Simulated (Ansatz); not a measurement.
Reaction (substitution at a C–C bond): `N#CC1=CCC=C1` + H–F → `FC1=CCC=C1` + `C#N`

Program: Ansatz. Geometries: PBE0-D4/def2-TZVP. ΔE: electronic, gas phase. CCSD(T)/CBS adds triple-zeta CCSD(T) − MP2 to the extrapolated MP2 energy (def2 sets, frozen cores). This one scheme is used for every species. Functionals use def2-TZVPP.

`N#CC1=CCC=C1`:

```xyz
12

N    -0.054   -0.070   -3.515
C    -0.035   -0.057   -2.363
C    -0.015   -0.016   -0.945
C     0.134   -1.075   -0.124
C     0.099   -0.595    1.283
C    -0.091    0.878    1.149
C    -0.156    1.206   -0.147
H     0.259   -2.105   -0.427
H    -0.713   -1.069    1.851
H     1.022   -0.848    1.820
H    -0.162    1.557    1.987
H    -0.289    2.192   -0.570
```

H–F:

Z-matrix (Å, degrees):
```
F
H 1 0.920
```

`FC1=CCC=C1`:

Z-matrix (Å, degrees):
```
C
C 1 1.495
C 1 1.492 2 104.2
H 1 1.098 2 111.2 3 -121.0
H 1 1.098 2 111.2 3 121.0
C 2 1.340 1 109.4 3 -0.0
H 2 1.081 1 123.9 3 180.0
C 3 1.337 1 106.9 2 0.0
H 3 1.079 1 125.9 2 180.0
H 6 1.081 2 128.0 1 -180.0
F 8 1.330 3 126.7 1 -180.0
```

`C#N`:

Z-matrix (Å, degrees):
```
C
N 1 1.146
H 1 1.069 2 180.0
```

```
     level  ΔE (kJ/mol)
r2SCAN0-D4         78.8
   r2SCAN0         77.3
```

What does CCSD(T)/CBS give? (Best estimate.)

Computed: +83.0 kJ/mol. The listed levels differ from it by -4.2, -5.7 kJ/mol.

What do rigid-rotor, harmonic-oscillator terms from PBE0-D4/def2-TZVP frequencies (298.15 K, 1 bar) make of the CCSD(T)/CBS value? (Estimate.)

The calculation gave: ΔZPE = +1.1 kJ/mol, ΔH = +82.0 kJ/mol, ΔS = 6 J/(mol·K), ΔG = +80.2 kJ/mol.

Largest T1 diagnostic among the species: 0.014.

The D4 term adds +6.2 kJ/mol with B3LYP and +3.6 kJ/mol with PBE0; it sums over pairs of atoms, weighted by their polarisabilities, and B3LYP, whose exchange is more repulsive, gets the larger term. Leaving LDA and LC-ωPBE aside and taking each functional with its dispersion term where it has one, the values, not all of them listed here, spread over 16.0 kJ/mol, from ωB97X-V to PBE-QIDH. LDA lies +3.0 kJ/mol from PBE without D4.

B3LYP here is the variant with VWN-RPA as its local correlation; programs differ in this.
